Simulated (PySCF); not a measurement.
## Shapes and spin states of PdH₃⁺

Computed with PySCF, PBE0, basis Pd def2-TZVP with ECP28, H def2-TZVP (scalar-relativistic core potentials, no spin–orbit coupling, density fitting).

Relaxations began from a few typed shapes and spin states; open shells are unrestricted. The search is not exhaustive: other isomers or separated fragments can lie lower, and high-lying points may rest on an excited occupation.

(1) Order these stationary points by electronic energy, lowest first, in kJ/mol from the lowest minimum.
A. singlet D3h: Pd–H 1.533 Å (×3); H–Pd–H 120.0° (×3)
B. quintet C2v: Pd–H 1.714 Å (×2); H–Pd–H 152.5°
C. singlet Cs: H–H 0.842 Å, Pd–H 1.477 Å, Pd–H 1.718 Å, Pd–H 1.722 Å; H–H–Pd 75.6°, H–H–Pd 76.1°, H–Pd–H 28.4°, H–Pd–H 62.9°, H–Pd–H 91.2°
D. triplet Cs: H–H 0.789 Å, Pd–H 1.615 Å, Pd–H 1.914 Å, Pd–H 1.971 Å; H–H–Pd 74.3°, H–H–Pd 82.4°, H–Pd–H 23.4°, H–Pd–H 94.1°, H–Pd–H 117.5°
E. singlet Cs: H–H 0.873 Å, Pd–H 1.474 Å, Pd–H 1.675 Å (×2); H–H–Pd 74.9° (×2), H–Pd–H 30.2°, H–Pd–H 80.4° (×2)
F. singlet C2v: Pd–H 1.563 Å (×2), Pd–H 1.629 Å; H–Pd–H 39.7° (×2), H–Pd–H 79.4°
G. singlet C3v: Pd–H 1.497 Å (×3); H–Pd–H 72.2° (×3)
H. triplet C2v: Pd–H 1.680 Å, Pd–H 1.801 Å (×2); H–Pd–H 36.7° (×2), H–Pd–H 73.4°

(2) Which of them are minima?

Answers

(1) E (0.0), C (11.5), G (15.3), F (22.6), D (135.6), H (224.4), A (305.4), B (561.6).

(2) By energy in kJ/mol, 0.0: minimum; 11.5: saddle point, 1 imaginary mode; 15.3: minimum; 22.6: saddle point, 1 imaginary mode; 135.6: minimum; 224.4: saddle point, 1 imaginary mode; 305.4: saddle point, 1 imaginary mode; 561.6: minimum.

For the lowest minimum: stability towards spin polarisation was not tested.
